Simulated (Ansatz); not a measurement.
Gas-phase electronic energies from Ansatz, PBE0-D4/def2-TZVP geometries. CCSD(T)/CBS adds triple-zeta CCSD(T) − MP2 to the extrapolated MP2 energy (def2 sets, frozen cores). Functionals use def2-TZVPP. B3LYP here is the variant with VWN-RPA as its local correlation; programs differ in this. HSE06 is defined as in plane-wave codes. For Sc outer-core shells are correlated without core-valence functions, which leaves a few kJ/mol of doubt a bond. Scalar relativity is left out up to krypton. Each species was taken in one conformer, which may not be the lowest.

`C[CH]([SiH3])[AlH][F]` + `[NH2][Sc]([OH])[OH]` → `C[O][Sc]([NH2])[OH]` + `[F][AlH][CH2][SiH3]`  (substitution at a C–C bond)

| level | ΔE (kJ/mol) | difference from CCSD(T)/CBS |
| --- | --- | --- |
| LDA (SPW92) | 27.5 | -1.7 |
| PBE-D4 | 26.0 | -3.2 |
| revPBE-D4 | 28.1 | -1.1 |
| BLYP-D4 | 21.5 | -7.7 |
| r2SCAN-D4 | 24.0 | -5.2 |
| B97M-V | 21.1 | -8.1 |
| PBE0-D4 | 27.2 | -2.0 |
| r2SCANh-D4 | 24.8 | -4.4 |
| HSE06-D4 | 26.8 | -2.4 |
| BHLYP-D4 | 22.2 | -7.0 |
| CAM-B3LYP-D4 | 21.8 | -7.4 |
| ωB97X-V | 25.4 | -3.8 |
| ωB97M-V | 28.6 | -0.6 |
| B2PLYP | 21.3 | -7.9 |
| PBE-QIDH | 28.0 | -1.2 |
| PBE | 22.0 | -7.2 |
| revPBE | 18.8 | -10.4 |
| BLYP | 13.0 | -16.2 |
| PBE0 | 23.7 | -5.5 |
| B3LYP | 15.7 | -13.5 |
| r2SCANh | 23.8 | -5.4 |
| r2SCAN0 | 24.9 | -4.3 |
| HSE06 | 23.6 | -5.6 |
| BHLYP | 17.0 | -12.2 |
| CAM-B3LYP | 18.3 | -10.9 |
| LC-ωPBE | 25.9 | -3.3 |
| HF/def2-SVP | 0.3 | -28.9 |
| MP2/def2-SVP | 18.8 | -10.4 |
| CCSD(T)/def2-SVP | 13.5 | -15.7 |
| HF/def2-TZVPP | 11.6 | -17.6 |
| MP2/def2-TZVPP | 33.0 | 3.8 |
| SCS-MP2/def2-TZVPP | 27.3 | -1.9 |
| CCSD/def2-TZVPP | 25.8 | -3.4 |
| CCSD(T)/def2-TZVPP | 27.0 | -2.2 |
| HF/def2-QZVPP | 10.9 | -18.3 |
| MP2/def2-QZVPP | 34.0 | 4.8 |
| SCS-MP2/def2-QZVPP | 28.4 | -0.8 |
| HF/CBS(def2) | 10.8 | -18.4 |
| MP2/CBS(def2) | 35.2 | 6.0 |
| CCSD/CBS(def2) | 28.0 | -1.2 |
| CCSD(T)/CBS | 29.2 | 0 |

Largest T1 diagnostic among the species: 0.016.

Leaving LDA and LC-ωPBE aside and taking each functional with its dispersion term where it has one, the values spread over 7.5 kJ/mol, from B97M-V to ωB97M-V. LDA lies +5.5 kJ/mol from PBE without D4. From BLYP to BHLYP (50 % exact exchange), in def2-TZVPP and without D4, ΔE moves by +4.1 kJ/mol.

CCSD(T)/CBS has its own doubt, a few kJ/mol and more with outer-core shells, so smaller differences from it don't rank the levels.
